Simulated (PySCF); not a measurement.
**Excitation energy of Si(2+) by level of theory**

Si(2+) [Ne] 3s2 (1S) → Si(2+) [Ne] 3p2 (3P), as a difference of total energies. Calculation: PySCF 2.14, in x2c-TZVPPall; the spin-free X2C one-electron Hamiltonian (Gaussian nucleus). Correlated levels: valence: [Ne] frozen; valence and next inner shell: 1s2 frozen. The calculations carry no spin-orbit coupling.

```json
{"method": "UHF", "excitation energy (cm⁻¹)": "121540"}
{"method": "LDA", "excitation energy (cm⁻¹)": "118770"}
{"method": "PBE", "excitation energy (cm⁻¹)": "117300"}
{"method": "PBE0", "excitation energy (cm⁻¹)": "119430"}
{"method": "r2SCAN", "excitation energy (cm⁻¹)": "114990"}
{"method": "M06", "excitation energy (cm⁻¹)": "121680"}
{"method": "B2PLYP", "excitation energy (cm⁻¹)": "124710"}
{"method": "BHandHLYP", "excitation energy (cm⁻¹)": "124700"}
{"method": "BLYP", "excitation energy (cm⁻¹)": "119420"}
{"method": "MP2 (valence)", "excitation energy (cm⁻¹)": "126980"}
{"method": "SCS-MP2 (valence)", "excitation energy (cm⁻¹)": "129350"}
{"method": "MP2 (valence and next inner shell)", "excitation energy (cm⁻¹)": "128520"}
{"method": "SCS-MP2 (valence and next inner shell)", "excitation energy (cm⁻¹)": "130550"}
```

A first-order spin-orbit estimate (lowest level to lowest level, LS coupling) adds -0.027 eV.

The basis was made for the ground configuration and has no added diffuse functions, so the excitation energy can come out too high.
